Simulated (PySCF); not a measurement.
Dipole response of Pt²⁺ (platinum, charge +2)

[Xe] 4f14 5d8, high-spin 3F determinant. All numbers are calculated (PySCF 2.14, scalar relativity through the core potential, in aug-cc-pwCVTZ-PP with ECP60MDF (8s8p7d4f3g, 122 functions)). Coupled (time-dependent) response in atomic units; α is the mean over directions.

```tsv
method	mean α (bohr³)	C₆ (like pair)	S(−4)
UHF	8.758	56.18	16.13
PBE	9.807	63.93	22.70
```

S(−4) is the Cauchy moment in α(ω) = α(0) + S(−4) ω² + …

Spin-orbit coupling is absent.

α(iu) at UHF:

```tsv
u (hartree)	α(iu) (bohr³)
0	8.758
0.0500	8.718
0.100	8.602
0.200	8.188
0.300	7.629
0.500	6.448
0.750	5.194
1.00	4.230
1.50	2.920
2.00	2.112
3.00	1.227
5.00	0.5456
```

A single London oscillator, α(iu) = α/(1 + u²/ω²), gives C₆ = (3/4) ω α². Matching the computed C₆ needs ω = 4 × 56.18 / (3 × 8.758²) = 0.977 hartree.

For an ion, C₆ is the dispersion term alone; charge-induced terms of lower order in 1/R come first.

Energies and moments cover only the electrons outside the core potential. Spin-orbit coupling, absent here, splits the open shell strongly.
